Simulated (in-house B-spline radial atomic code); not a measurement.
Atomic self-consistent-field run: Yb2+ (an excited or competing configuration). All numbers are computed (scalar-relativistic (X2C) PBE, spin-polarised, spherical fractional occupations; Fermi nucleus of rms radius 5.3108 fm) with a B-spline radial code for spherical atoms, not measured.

In the input, 3d5,1 would mean five up and one down electron.

Command:
```bash
python run_scf.py task.json out
```
Settings (nuclear radius in fm, mass in u):
```
Z                70
configuration    1s2 2s2 2p6 3s2 3p6 3d10 4s2 4p6 4d10 4f14 5s2 5p2,3 6p1,0
hamiltonian      x2c
method           pbe,pbe
spin_polarised   True
nucleus          fermi
rms_radius       5.3108
atomic_mass      173.93887
speed_of_light   137.035999084
```

Output (hartree, bohr):
```
 radial grid: 81 intervals, B-splines of order 8, outer radius 60 bohr

 iter        energy (Eh)    residual
    1      -14057.141769    4.88e-01
    2      -14055.982022    2.24e-01
    3      -14056.405517    2.50e-01
    4      -14056.615120    2.11e-01
    5      -14052.291678    5.06e-01
    6      -14057.808654    5.56e-02
    7      -14057.917987    9.49e-03
    8      -14057.921094    1.77e-04
    9      -14057.921095    4.89e-05
   10      -14057.921095    3.90e-06
   11      -14057.921095    2.98e-07

 total energy                    -14057.92110
 kinetic                           15625.1781
 electron-nucleus                 -34873.5879
 Hartree                            5487.3977
 exchange-correlation               -296.9090

 orbital      occ     eigenvalue          <r>       <r^2>       <1/r>       r_max
 1s up      1.000     -2244.4836    0.0188932 0.000497747     87.6384     0.01146
 1s down    1.000     -2244.4862    0.0188932 0.000497748     87.6383     0.01146
 2s up      1.000      -380.9130    0.0825913  0.00812503     20.3703     0.07043
 2s down    1.000      -380.9142    0.0825914  0.00812504     20.3703     0.07043
 2p up      3.000      -336.7323    0.0736346  0.00663814     17.4626     0.05702
 2p down    3.000      -336.7345    0.0736345  0.00663812     17.4626     0.05702
 3s up      1.000       -86.4746      0.21628   0.0536072     7.33211      0.1996
 3s down    1.000       -86.4757     0.216279   0.0536071      7.3322      0.1996
 3p up      3.000       -73.0859      0.21557   0.0539741     6.54854      0.1964
 3p down    3.000       -73.0872      0.21557    0.053974      6.5486      0.1964
 3d up      5.000       -56.3473     0.196048   0.0450989     6.12843      0.1602
 3d down    5.000       -56.3488     0.196048   0.0450988     6.12846      0.1602
 4s up      1.000       -17.6427     0.488201    0.269394     3.03063      0.4558
 4s down    1.000       -17.6450     0.488214     0.26942     3.03068      0.4558
 4p up      3.000       -13.2296     0.517865    0.305478         2.7      0.4763
 4p down    3.000       -13.2321     0.517927    0.305577     2.69985      0.4763
 4d up      5.000        -7.3137     0.560735    0.365385     2.36755      0.4917
 4d down    5.000        -7.3173     0.561024    0.365842      2.3667      0.4917
 4f up      7.000        -0.8974     0.761177     0.77524     1.75179      0.4839
 4f down    7.000        -0.9076     0.764272    0.780166     1.74583      0.4843
 5s up      1.000        -2.7915      1.19798      1.6153     1.12253       1.069
 5s down    1.000        -2.8210      1.19816     1.61453     1.12111       1.071
 5p up      2.000        -1.7666      1.41133     2.26206    0.925857       1.222
 5p down    3.000        -1.7961      1.40603     2.24121    0.928052       1.222
 6p up      1.000        -0.4859      3.81506     16.2178    0.329078       3.495
```

Time taken, with all properties: 0.24 s on 1 thread of Arm Neoverse V2 (shared host).

One-electron X2C: radii and densities carry no picture-change correction, so inner-shell <1/r> comes out high (for 1s by about 2 % at Z = 33, 5 % at 54, 10 % at 75, 30 % at 118) and <r> low.
